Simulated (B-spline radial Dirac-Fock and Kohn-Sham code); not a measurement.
Electron momentum distribution of Pt⁶⁺: Compton profiles

System: Pt⁶⁺ in the configuration [Xe] 4f14 5d4, inside a Watson sphere of charge -6 and radius 1.8 Å (a model of the Madelung potential; inside it an electron's potential energy is raised by 48.0 eV).

Input file task.json (cfg lists n, l and occupation; rrms is the nuclear radius in fm):

```json
{"items": [{
  "Z": 78,
  "q": 6,
  "cfg": [[1, 0, 2], [2, 0, 2], [2, 1, 6], [3, 0, 2], [3, 1, 6], [3, 2, 10], [4, 0, 2], [4, 1, 6], [4, 2, 10], [4, 3, 14], [5, 0, 2], [5, 1, 6], [5, 2, 4]],
  "A": 195,
  "rrms": 5.427,
  "watson": [-6, 1.8],
  "do": ["scatter"],
  "s": [0.0, 0.05, 0.1, 0.15, 0.2, 0.25, 0.3, 0.35, 0.4, 0.45, 0.5, 0.6, 0.7, 0.8, 0.9, 1.0, 1.1, 1.2, 1.4, 1.6, 1.8, 2.0, 2.5, 3.0, 3.5, 4.0, 5.0, 6.0],
  "pz": [0, 0.1, 0.2, 0.3, 0.4, 0.5, 0.6, 0.8, 1.0, 1.2, 1.4, 1.6, 1.8, 2.0, 2.5, 3.0, 4.0, 5.0, 7.0, 10.0, 15.0, 20.0, 30.0, 40.0, 60.0, 100.0],
  "hv_scatter": [1000, 2000, 5000, 17479.3, 30000, 50000, 200000, 1000000]
}]}
```

Launch: `python xray_run.py task.json out`

Level of theory: the impulse approximation on configuration-average Dirac-Fock orbitals; a radial atomic solver. pz is in atomic units of momentum; subshell profiles are per electron, for a selection of subshells; open shells are spread over both j values by their weights.

```csv
pz,J total,J 2p3/2,J 3s1/2,J 4d5/2,J 5d5/2
0,6.702,0.0184,0.0740,0.0803,0.230
0.2,6.682,0.0184,0.0739,0.0803,0.230
0.3,6.656,0.0184,0.0738,0.0803,0.230
0.4,6.619,0.0184,0.0736,0.0803,0.230
0.5,6.570,0.0184,0.0735,0.0803,0.229
0.6,6.508,0.0184,0.0732,0.0803,0.229
0.8,6.341,0.0184,0.0727,0.0803,0.226
1,6.113,0.0184,0.0720,0.0803,0.219
1.2,5.829,0.0184,0.0712,0.0803,0.206
1.4,5.503,0.0184,0.0702,0.0802,0.187
1.6,5.156,0.0184,0.0691,0.0801,0.164
1.8,4.811,0.0184,0.0678,0.0798,0.138
2,4.488,0.0184,0.0665,0.0795,0.112
2.5,3.841,0.0184,0.0626,0.0779,0.0579
3,3.416,0.0184,0.0582,0.0749,0.0260
4,2.857,0.0184,0.0485,0.0640,0.00648
5,2.349,0.0183,0.0385,0.0488,0.00520
7,1.494,0.0182,0.0215,0.0208,0.00354
10,0.8397,0.0176,0.00845,0.00433,0.000741
15,0.4151,0.0154,0.00564,0.00254,0.000284
20,0.2305,0.0123,0.00456,0.00174,0.000211
30,0.08847,0.00620,0.00100,0.000372,4.69e-05
40,0.04115,0.00269,0.000218,7.13e-05,9.00e-06
60,0.01306,0.000488,0.000165,4.00e-06,< 1e-6
100,0.002700,2.84e-05,5.14e-05,< 1e-6,< 1e-6
```

J(0) = 6.702. The 5p3/2 subshell gives the largest part, 15 %.

Mean momentum ⟨p⟩ by subshell (a.u.): 1s1/2 83.5, 2s1/2 29.8, 2p1/2 39.2, 2p3/2 34.1, 3s1/2 15.0, 3p1/2 17.9, 3p3/2 16.4, 3d3/2 19.7, 3d5/2 19.2, 4s1/2 7.75, 4p1/2 8.71, 4p3/2 8.06, 4d3/2 8.90, 4d5/2 8.68, 4f5/2 8.92, 4f7/2 8.80, 5s1/2 3.33, 5p1/2 3.55, 5p3/2 3.27, 5d3/2 3.12, 5d5/2 3.05.

Values without a named source are computed, but for edge energies of neutral atoms, which are taken from tables.
